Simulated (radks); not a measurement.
Cu24+, 5 electrons, occupied as [He] 2s2 2p1. All-electron calculation, Dirac Kohn-Sham, PBE, spin-unpolarised, spherical densities, point nucleus; open shells are shared between the two j in proportion to 2j + 1. Program: a radial shooting solver on a logarithmic mesh with Libxc functionals.

Unscreened Slater integrals over Kohn-Sham orbitals (hartree). Large and small components are both included.

\begin{tabular}{lr}
integral & value \\ \hline
F0(2p3/2,2p3/2) & 4.8526 \\
F2(2p3/2,2p3/2) & 2.3297 \\
F0(2p3/2,2p1/2) & 4.8891 \\
G2(2p3/2,2p1/2) & 2.3236 \\
F0(2p3/2,2s1/2) & 4.4248 \\
G1(2p3/2,2s1/2) & 2.4826 \\
F0(2p3/2,1s1/2) & 6.5499 \\
G1(2p3/2,1s1/2) & 1.2347 \\
F0(2p1/2,2p1/2) & 4.9267 \\
F0(2p1/2,2s1/2) & 4.4509 \\
G1(2p1/2,2s1/2) & 2.4696 \\
F0(2p1/2,1s1/2) & 6.6685 \\
G1(2p1/2,1s1/2) & 1.2570 \\
F0(2s1/2,2s1/2) & 4.1568 \\
F0(2s1/2,1s1/2) & 5.8349 \\
G0(2s1/2,1s1/2) & 0.59534 \\
F0(1s1/2,1s1/2) & 18.131 \\
\end{tabular}
